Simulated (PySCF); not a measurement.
AsH5Si, SMILES [SiH3][AsH2]. Atoms are numbered in the order given.

```xyz
7

Si    -1.5654    -0.0055     0.0000
As     0.7988     0.0613     0.0000
H     -2.0492     0.7111     1.2086
H     -2.0492     0.7111    -1.2086
H     -2.1178    -1.3846     0.0000
H      0.8850    -0.9908     1.0974
H      0.8850    -0.9908    -1.0974
```
Charge 0, spin multiplicity 1.

Coordinates come from a PBE0-D3(BJ)/def2-TZVP optimisation.

The numbers are results of M06-2X/def2-TZVPD in PySCF, not measurements.

ESP charges are fitted to the potential on shells at 1.4 to 2.0 van der Waals radii. Atomic charges (e):

```json
[
 {"atom": "Si1", "ESP fit": "0.24", "meta-Löwdin": "0.34"},
 {"atom": "As2", "ESP fit": "-0.17", "meta-Löwdin": "-0.07"},
 {"atom": "H3", "ESP fit": "-0.05", "meta-Löwdin": "-0.09"},
 {"atom": "H4", "ESP fit": "-0.05", "meta-Löwdin": "-0.09"},
 {"atom": "H5", "ESP fit": "-0.08", "meta-Löwdin": "-0.09"},
 {"atom": "H6", "ESP fit": "0.05", "meta-Löwdin": "-0.01"},
 {"atom": "H7", "ESP fit": "0.05", "meta-Löwdin": "-0.01"}
]
```
